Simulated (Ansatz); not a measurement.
Relaxation of Cl₅Ti (6 atoms, charge 0, multiplicity 2), to a largest force component of 0.03 eV/Å in at most 50 steps.

Computed with Ansatz, UHF/def2-SVP.

```xyz
6
Properties=species:S:1:pos:R:3:forces:R:3
Ti 0.001 0.000 -0.077 0.00 0.00 1.75
Cl 0.000 0.000 2.236 0.00 0.00 -1.88
Cl 2.028 0.000 -0.809 0.06 0.00 -0.01
Cl -1.013 1.756 -0.809 -0.03 0.05 -0.01
Cl -1.013 -1.756 -0.809 -0.03 -0.05 -0.01
Cl 0.000 0.000 5.481 0.00 0.00 0.15
```

Q: Where does it end, and by what steps?

A: It converged. The force dipped under the threshold on the way, but the program's further checks kept it going. After 7 steps the energy has fallen by 0.169 eV; Cl6 moved furthest, 0.46 Å.

| step | energy less start (eV) | largest force component (eV/Å) | accepted |
| --- | --- | --- | --- |
| 0 | 0.0000 | 1.879 | yes |
| 1 | -0.1347 | 0.183 | yes |
| 2 | -0.1408 | 0.136 | yes |
| 3 | -0.1620 | 0.049 | yes |
| 4 | -0.1668 | 0.026 | yes |
| 5 | -0.1686 | 0.015 | yes |
| 6 | -0.1690 | 0.032 | yes |
| 7 | -0.1691 | 0.010 | yes |

```xyz
6
Properties=species:S:1:pos:R:3
Ti 0.000 0.000 -0.146
Cl 0.000 0.000 2.025
Cl 2.044 0.000 -0.867
Cl -1.021 1.769 -0.868
Cl -1.021 -1.769 -0.868
Cl 0.000 0.000 5.936
```

Whether the end is a true minimum wasn't checked by a vibrational analysis.

Time of the run: 89 s on 4 threads of Arm Neoverse V2, with other jobs on the host, peak memory 0.84 GiB.
